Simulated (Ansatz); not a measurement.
Program: Ansatz. Geometries: PBE0-D4/def2-TZVP. ΔE: electronic, gas phase. CBS: MP2 limit from def2 TZ/QZ plus the TZ coupled-cluster correction, frozen cores. This one scheme is used for every species. Functionals use def2-TZVPP. Each species was taken in one conformer, which may not be the lowest.

`C[SiH2]SP` → `CSP` + `[SiH2]`  (silylene formation by 1,1-elimination)

CCSD(T)/CBS gives +350.2 kJ/mol.

Question: Another level gave +372.3 kJ/mol. Which?
A. PBE/def2-TZVPP
B. PBE0-D4/def2-TZVPP
C. ωB97M-V/def2-TZVPP
D. r2SCANh-D4/def2-TZVPP

Answer: D. r2SCANh-D4 372.3, PBE 341.1, PBE0-D4 361.8, ωB97M-V 345.6 kJ/mol.

Largest T1 diagnostic among the species: 0.014.

The D4 term adds +16.1 kJ/mol with B3LYP and +8.8 kJ/mol with PBE0; it sums over pairs of atoms, weighted by their polarisabilities, and B3LYP, whose exchange is more repulsive, gets the larger term. From BLYP to BHLYP (50 % exact exchange), in def2-TZVPP and without D4, ΔE moves by +30.4 kJ/mol. In def2-TZVPP, CCSD(T) changes the Hartree–Fock value by +17.2 kJ/mol (the triples alone add +5.2 kJ/mol) and MP2 by +42.1 kJ/mol.

B3LYP here is the variant with VWN-RPA as its local correlation; programs differ in this.
